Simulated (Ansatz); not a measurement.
H2AlO2, doublet, geometry from GFN2-xTB (such geometries of metal compounds can be far from the true shape) (the spin is typed, not shown lowest); B3LYP/6-31G** (Ansatz, a first-principles code).

Ansatz was given this input:
Ansatz 0.2 input:
```yaml
crystal:
  periodic: [false, false, false]
  atoms:
    - {symbol: Al, position_ang: [0.00353809, -0.25945260, -0.04632862]}
    - {symbol: O, position_ang: [1.19806464, 0.35864318, -1.01835264]}
    - {symbol: H, position_ang: [1.86987346, 0.76015792, -1.55606254]}
    - {symbol: O, position_ang: [-1.20230510, -0.04768496, 1.07387825]}
    - {symbol: H, position_ang: [-1.88194496, 0.12506018, 1.71412967]}
basis:
  gaussian:
    orbitals: 6-31G__.json
hamiltonian:
  xc: b3lyp
magnetization: {spin_polarized: true, initial_magnetization: 1}
accuracy: high
```
The basis file holds 6-31G** in the JSON format of the Basis Set Exchange.

The log (banner, timings and long lists left out):

```
Functional definition: B3LYP
1071 factors; integrals over basis functions are off by at most 1.2e-8 eV
mean field evaluation 1: about -10713.6483 eV, gradient 5.6e1 eV
mean field evaluation 2: about -10680.9847 eV, gradient 1.0e2 eV
mean field evaluation 4: about -10724.4841 eV, gradient 1.9e0 eV
mean field evaluation 8: about -10724.5580 eV, gradient 5.9e-2 eV
mean field evaluation 16: about -10724.5581 eV, gradient 1.5e-5 eV
mean field -10724.55805628 eV, -394.1202392016 hartree, gradient 4.3e-8 eV, S^2 0.751785; 0 other end points of the search recorded, 0 dependent functions left out
reference -10724.55808975 eV, -394.1202404318 hartree; 16, 15 occupied and 43, 44 virtual orbitals, 1071 factors
Total energy: -10724.55808975 eV, -394.1202404318 hartree
```
